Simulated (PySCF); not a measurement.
**Working out the excitation energy of Be**

Be [He] 2s2 (1S) → Be [He] 2s1 2p1 (3P). All numbers are calculated (PySCF 2.14, the spin-free X2C one-electron Hamiltonian (Gaussian nucleus), in ANO-RCC-VTZP). Frozen: nothing. Energies in hartree (1 hartree = 27.21139 eV):

```
             part  Be (lower)  Be (upper)
              UHF  -14.575272  -14.515967
MP2 opposite-spin   -0.062548   -0.035003
    MP2 same-spin   -0.000735   -0.003139
```

Problem. What does Hartree-Fock give?

Solution. (-14.515967) − (-14.575272) = 0.059305 hartree = 1.614 eV.

Problem. What do MP2 and SCS-MP2 (6/5 opposite-spin, 1/3 same-spin) give?

Solution. The opposite-spin parts differ by 0.750 eV and the same-spin parts by -0.065 eV. MP2: 1.614 + (0.750) + (-0.065) = 2.299 eV. SCS-MP2: 1.614 + 1.2 × (0.750) + (-0.065)/3 = 2.492 eV.

Measured between the centres of the two terms (NIST): 2.725 eV, so MP2 (valence and next inner shell) is off by -0.426 eV.

What remains against the reference includes basis incompleteness and correlation beyond second order.
